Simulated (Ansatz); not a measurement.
Consider the formal exchange of groups at a C–B bond: `OCB(F)O[SiH3]` + `N=CO` → `N=C(O)CO` + `FBO[SiH3]`.

Program: Ansatz. Geometries: PBE0-D4/def2-TZVP. ΔE: electronic, gas phase. CBS: MP2 limit from def2 TZ/QZ plus the TZ coupled-cluster correction, frozen cores. This one scheme is used for every species. Functionals use def2-TZVPP. B3LYP here is the variant with VWN-RPA as its local correlation; programs differ in this. Each species was taken in one conformer, which may not be the lowest.

| level | ΔE (kcal/mol) | difference from CCSD(T)/CBS |
| --- | --- | --- |
| ωB97X-V | 5.0 | 0.0 |
| ωB97M-V | 5.6 | 0.6 |
| PBE | 5.0 | 0.0 |
| r2SCAN | 5.2 | 0.2 |
| B3LYP | 4.9 | -0.1 |
| MP2/def2-TZVPP | 4.5 | -0.5 |
| SCS-MP2/def2-TZVPP | 4.3 | -0.7 |
| CCSD/def2-TZVPP | 4.9 | -0.1 |
| MP2/def2-QZVPP | 4.6 | -0.4 |
| CCSD/CBS(def2) | 5.2 | 0.2 |
| CCSD(T)/CBS | 5.0 | 0 |

Largest T1 diagnostic among the species: 0.014.

The D4 term adds +0.8 kcal/mol with B3LYP and +0.5 kcal/mol with PBE0; it sums over pairs of atoms, weighted by their polarisabilities, and B3LYP, whose exchange is more repulsive, gets the larger term.
